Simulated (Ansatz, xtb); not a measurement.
Relaxing a trial structure of SSiSn−

The starting geometry of this gas-phase doublet has its atoms placed at random.

```csv
atom,x (Å),y (Å),z (Å)
S,-0.5189,0.4272,0.8361
Si,1.3437,0.0644,-0.8731
Sn,-0.1200,-1.6258,0.2794
```

Task: Guess where an optimisation with r2SCAN-D4/def2-SVPD ends from this start.

Result: It ends as a structure given below by its coordinates. Distances that change by over a tenth: S1–Sn3 (2.16 → 2.62 Å). Contacts that close: S1–Si2 (2.55 → 2.18 Å).

The energy falls by 1.12 eV over 6 steps:

```
step  E − E(last) (eV)
   1             1.116
   2             0.199
   3             0.077
   4             0.012
   5             0.000
   6             0.000
```

Final geometry (Å):

```xyz
3

S    -0.3794    0.6442    0.7318
Si    1.1737    0.1273   -0.7142
Sn   -0.0894   -1.9057    0.2250
```

From the same start GFN2-xTB reaches the same bonding as this run.

From so rough a start the end depends on the optimiser's path, so another program may land elsewhere. No frequencies were run, so the end isn't proven a minimum. Open shells are spin-unrestricted. Atoms past krypton carry core potentials, without spin–orbit terms. Run with Ansatz 0.2.0, 4.2 min on 1 thread of AMD EPYC (Zen 3) (shared host).
